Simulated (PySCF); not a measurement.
**Chromium: highly charged ions in a basis for the neutral atom**

Cr⁷⁺ [Ne] 3s2 3p5, Cr⁸⁺ [Ne] 3s2 3p4. All numbers are calculated (PySCF 2.14, the spin-free X2C one-electron Hamiltonian (Gaussian nucleus), in aug-cc-pVDZ-DK (7s6p4d2f, 59 functions)). No spin-orbit coupling, so a gap to NIST mixes the basis error with missing relativistic terms.

Changed run: basis of the neutral atom used for a highly charged ion. This setting is unsound on purpose.

```
species  method  sound run (hartree)  changed run (hartree)  converged
   Cr⁷⁺     UHF              not run            -1033.98015        yes
   Cr⁷⁺    PBE0              not run            -1034.53052        yes
   Cr⁷⁺   M06-L              not run            -1034.72692        yes
   Cr⁸⁺     UHF              not run            -1027.13517        yes
   Cr⁸⁺    PBE0              not run            -1027.62928        yes
   Cr⁸⁺   M06-L              not run            -1027.82196        yes
```

Ionisation energy of Cr⁷⁺:

```tsv
method	changed run (eV)	NIST (eV)
UHF	186.26	184.76 ± 0.15
PBE0	187.79	184.76 ± 0.15
M06-L	187.89	184.76 ± 0.15
```

The contracted functions were made for the neutral atom and can be too rigid for a highly charged ion.
